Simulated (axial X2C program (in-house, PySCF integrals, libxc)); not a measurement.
BeFe along the bond: PW91, two-component

Computed with an in-house all-electron X2C program for linear molecules (integrals from PySCF). Two-component (2c) means X2C with spin–orbit coupling and atomic mean-field two-electron Coulomb and Gaunt terms. Basis: Fe dyall-cv3z [9s10p6d3f2g], Be dyall-cv3z [8s8p3d1f] (cores contracted in-house); Gaussian nuclei, density fitting, unrestricted open shells. Masses: Fe 55.935 u, Be 9.012 u.

State: Ω = 2 (⟨Sz⟩ = 2.00, ⟨Lz⟩ = 0.00 at PW91). Dipoles are positive if Be is the positive end.

```csv
R (Å),μ (D),HOMO (eV),LUMO (eV)
1.825,-1.396,-4.02,-3.70
1.909,-1.381,-4.09,-3.56
1.972,-1.361,-4.14,-3.46
2.035,-1.334,-4.19,-3.38
2.098,-1.301,-4.18,-3.30
2.171,-1.258,-4.04,-3.21
2.245,-1.210,-3.92,-3.13
2.339,-1.144,-3.78,-3.05
2.455,-1.061,-3.63,-2.99
2.623,-0.944,-3.45,-3.12
```

Question: The minimum lies at 2.065 Å. What is the dipole moment there, and its slope?

Answer: At PW91, 2c, with the sign and origin stated: μ = -1.32 D, dμ/dR = 0.52 D/Å.

The state is one determinant whose occupation by symmetry is held fixed; it was picked as the lowest of a PBE0 search that is not exhaustive. Density functionals use the spin component along the axis (collinear). PBE0 can misorder states that lie within some tenths of an eV, so this need not be the ground state of the molecule. The nearest other 2c determinant of the search, Ω = 1, lies 0.32 eV up at the distance of the search. With several unpaired electrons one determinant need not be a pure state. Open-shell Ω = 0 determinants with evenly filled partner blocks cannot be reached by this program, so the Ω shown need not be the lowest component. The determinant is spin-polarised beyond a pure state at some levels (its spin-free form has ⟨S²⟩ too high), which makes Re and μ there less reliable.
